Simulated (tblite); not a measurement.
C7H10OSSi.
Geometry (GFN2-xTB, Å), atoms numbered from 1 in this order:
```xyz
20
C7H10OSSi angstrom
C     -3.390    0.288   -1.059
C     -2.723   -0.091    0.241
O     -3.276   -0.756    1.084
C     -1.318    0.378    0.383
Si    -0.190   -1.080   -0.131
C      1.574   -0.461   -0.046
C      2.085    0.743    0.346
C      3.491    0.818    0.270
C      4.044   -0.337   -0.182
S      2.856   -1.530   -0.520
H     -3.586    1.359   -1.061
H     -2.734    0.061   -1.896
H     -4.333   -0.242   -1.168
H     -1.115    0.611    1.427
H     -1.126    1.254   -0.231
H     -0.380   -2.218    0.767
H     -0.492   -1.469   -1.517
H      1.467    1.557    0.682
H      4.061    1.690    0.537
H      5.080   -0.566   -0.338
```

Method: GFN2-xTB as coded in tblite; computed harmonic values from a numerical Hessian at the method's own geometry, unscaled. Errors from tens to a few hundred cm⁻¹ against measured bands are possible. Modes of hydrogen on silicon can be 10 to 20 % off. One conformer, not necessarily the lowest.

Harmonic wavenumbers (cm⁻¹): 28.1, 31.0, 65.3, 78.2, 114.4, 139.0, 144.1, 201.7, 380.9, 401.8, 415.5, 473.6, 511.3, 532.2, 549.1, 581.4, 643.3, 716.8, 728.2, 733.3, 746.7, 774.8, 804.5, 818.5, 847.4, 851.3, 883.9, 970.6, 980.0, 992.3, 1075.0, 1099.7, 1102.7, 1150.5, 1185.2, 1207.8, 1329.0, 1367.1, 1439.5, 1443.1, 1457.7, 1465.7, 1539.3, 1750.8, 2209.0, 2284.5, 3006.5, 3012.9, 3020.3, 3034.7, 3055.1, 3118.5, 3128.4, 3162.2.

A = 2849, B = 416.0, C = 392.1 MHz; mass 170.022 u (most abundant isotopes); point group C1, symmetry number 1.

Question: What is the zero-point energy?

Answer: ½Σν̃ = 31892 cm⁻¹ = 91.18 kcal/mol.

Question: Give the ideal-gas entropy at 298.15 K and 1 bar in the rigid-rotor, harmonic-oscillator model (classical rotation).

Answer: Translation 41.33, rotation 30.92, vibration 40.02: S = 112.3 cal/(mol K).

Question: And Cp and H(298.15 K) − H(0)?

Answer: Cp = 44.86 cal/(mol K), of which vibrations give 36.91 (their classical limit is 54 R = 107.3); H(298.15 K) − H(0) = 8.10 kcal/mol without the zero-point energy, 5.73 from vibrations.

Question: What must be added to the electronic energy to get the Gibbs energy at 298.15 K and 1 bar?

Answer: ZPE + [H(298.15 K) − H(0)] − T·S = 91.18 + 8.10 − 33.47 = 65.81 kcal/mol.

Question: How do the functions run with temperature in this model?

Answer: 
```json
{"T (K)": "100", "S (cal/(mol K))": "78.6", "Cp (cal/(mol K))": "22.0", "H − H(0) (kcal/mol)": "1.59", "G − H(0) (kcal/mol)": "-6.27", "ln q(vib)": "3.57"}
{"T (K)": "200", "S (cal/(mol K))": "96.9", "Cp (cal/(mol K))": "32.7", "H − H(0) (kcal/mol)": "4.29", "G − H(0) (kcal/mol)": "-15.09", "ln q(vib)": "7.22"}
{"T (K)": "300", "S (cal/(mol K))": "112.5", "Cp (cal/(mol K))": "45.1", "H − H(0) (kcal/mol)": "8.19", "G − H(0) (kcal/mol)": "-25.58", "ln q(vib)": "10.52"}
{"T (K)": "500", "S (cal/(mol K))": "140.6", "Cp (cal/(mol K))": "65.1", "H − H(0) (kcal/mol)": "19.34", "G − H(0) (kcal/mol)": "-50.96", "ln q(vib)": "16.86"}
{"T (K)": "800", "S (cal/(mol K))": "175.4", "Cp (cal/(mol K))": "82.8", "H − H(0) (kcal/mol)": "41.78", "G − H(0) (kcal/mol)": "-98.56", "ln q(vib)": "25.70"}
{"T (K)": "1000", "S (cal/(mol K))": "194.7", "Cp (cal/(mol K))": "90.1", "H − H(0) (kcal/mol)": "59.11", "G − H(0) (kcal/mol)": "-135.62", "ln q(vib)": "31.05"}
```

q(vib) and H(0) count from the zero-point level.

Question: Which modes carry the vibrational entropy at 298.15 K?

Answer: 28.1 cm⁻¹: 5.96; 31.0 cm⁻¹: 5.76; 65.3 cm⁻¹: 4.29; 78.2 cm⁻¹: 3.94; 114.4 cm⁻¹: 3.19; 139.0 cm⁻¹: 2.82 cal/(mol K); the other 48 give 14.06 together.

Hindered rotation and anharmonicity are outside this model. Other conformers, if any are populated, would add a mixing term that is left out. The structure is chiral; the term R ln 2 for an equal mix with its mirror image is left out.
